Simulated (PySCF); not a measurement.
Si(NH2)(SH) (H3NSSi), SMILES [Si](N)S (connectivity only; charge and spin as stated), neutral, multiplicity 1.

Geometry: r2SCAN-D4/def2-TZVP. One conformer was computed; it need not be the lowest.

Vertical ionisation energy (IE) and electron affinity (EA) in eV. Rows of orbital energies are one-electron estimates. Where ΔSCF, EOM or ADC give a negative EA the extra electron is unbound and the value depends on the basis.

```csv
level,IE,EA
"−ε(HOMO), −ε(LUMO), B3LYP/def2-TZVPD (PySCF)",6.56,1.54
ADC(2)/aug-cc-pVDZ (PySCF),8.59,-0.61
```

Task: Beyond the first one, list the lowest photoelectron lines from ADC(2)/aug-cc-pVDZ (PySCF 2.14.0) with their pole strengths (two spins summed). (Estimate from the structure and the level; the computed values follow.)

Result: 9.12 eV (1.77), 10.51 eV (1.74), 12.01 eV (1.76), 13.15 eV (1.77), 16.30 eV (1.71).
